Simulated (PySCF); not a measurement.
SMILES [CH3][Ge]([CH3])([CH3])[SiH2][SiH3] (C₃H₁₄GeSi₂) at its GFN2-xTB optimised geometry (Å):

```
20

Si    -0.2352    -0.0872    -1.8876
Si     0.5915     0.9709     0.0000
Ge    -0.1533     0.0229     2.0421
C      1.3462    -0.4419     3.2697
C     -1.3628     1.2406     3.0541
C     -1.1754    -1.6600     1.7393
H      0.2826    -1.4515    -2.0341
H     -1.6973    -0.2044    -1.8661
H      0.1051     0.6199    -3.1241
H      2.0627     0.9709     0.0000
H      0.2407     2.3996     0.0000
H      2.0128    -1.1684     2.8128
H      0.9682    -0.8688     4.1951
H      1.9329     0.4376     3.5204
H     -0.8555     2.1637     3.3208
H     -2.2376     1.4998     2.4640
H     -1.7056     0.7689     3.9713
H     -2.0627    -1.4779     1.1388
H     -0.5708    -2.3996     1.2212
H     -1.4953    -2.0937     2.6827
```

Method: CAM-B3LYP/def2-SVP (PySCF). Cells within 0.4 Å of a nucleus heavier than hydrogen are left out (blank, or x).

Map of the Laplacian of the electron density (e/bohr⁵), clipped to [-1.50, 1.50] on the plane z = 0.0 Å:

```
|55555555555555555555555555555|
|55555555555555555555555555555|
|55555555555555555555555555555|
|55555555555555555555555555555|
|55555555555555555555555555555|
|55555555555555555555555555555|
|55555555555555424555555555555|
|55555555555555304555555555555|
|55555555555555434455555555555|
|55555555555555469655555555555|
|5555555555555589x954345555555|
|555555555555559xxx63025555555|
|5555555555555579x954345555555|
|55555555555555468655555555555|
|55555555555555545555555555555|
|55555555555555555555555555555|
|55555555555555555555555555555|
|55555555555555555555555555555|
|55555555555555555555555555555|
|55555555555555555555555555555|
|55555555555555555555555555555|
|55555555555555555555555555555|
|55555555555555555555555555555|
|55555555555555555555555555555|
|55555555555555555555555555555|
|55555555555555555555555555555|
|55555555555555555555555555555|
|55555555555555555555555555555|
|55555555555555555555555555555|
```
Scale: ten equal steps from -1.50 (start of '0') to 1.50 (end of '9'), in the order '0123456789'; x runs from -4.50 to 4.50, y from -4.50 (bottom) to 4.50 (top).
